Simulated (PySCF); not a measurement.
## Basis set benchmark on one molecule

Molecule: Trimethylchlorosilane (SMILES C[Si](C)(C)Cl).

Atom-mapped SMILES (the numbers label the heavy atoms): `[CH3:1][Si:2]([CH3:3])([CH3:4])[Cl:5]`; H(Xn) means a hydrogen on atom n.

Geometry PBE0-D3(BJ)/def2-SVP throughout; GIAO in PySCF, gas phase, one conformer, non-relativistic; equivalent atoms averaged; functional PBE0.

Reference values (measured; solution; U. Herzog, Habilitationsschrift, TU Bergakademie Freiberg, 2002/2003): δ(Si2) = 29.8 ppm vs TMS. Computed shifts are taken against TMS, calculated as an isolated molecule at each level.

Question: How do the basis sets STO-3G, 6-31G, pcSseg-0, 6-31G*, def2-SVP, cc-pVDZ, pcSseg-1, aug-cc-pVDZ, 6-311+G(2d,p), def2-TZVP, IGLO-III, cc-pVTZ, pcSseg-2 perform against the reference? Times are CPU seconds on shared hosts with different chips, so compare them loosely.

Answer: 
```tsv
basis set	functions	Si2	abs. error Si	core-s
STO-3G	42	32.9	3.1	3.4
6-31G	71	56.6	26.8	6.7
pcSseg-0	71	62.2	32.4	9
6-31G*	96	43.6	13.8	8.9
def2-SVP	123	38.2	8.4	10
cc-pVDZ	123	36.4	6.6	14
pcSseg-1	144	40.6	10.8	30
aug-cc-pVDZ	204	33.7	3.9	35
6-311+G(2d,p)	205	37.2	7.4	22
def2-TZVP	221	35.7	5.9	26
IGLO-III	283	34.3	4.5	47
cc-pVTZ	284	36.2	6.4	50
pcSseg-2	320	35.9	6.1	74
```

For 29Si the closest is STO-3G (3.1 ppm) and the furthest pcSseg-0 (32.4 ppm). Where a smaller basis beats a larger one, errors probably cancel; the largest sets show where the functional converges. One molecule is a small sample, and vibrational and solvent effects are absent from the calculation.

A small basis that lands close on one nucleus may do so by chance; judge by the trend and by all nuclei.
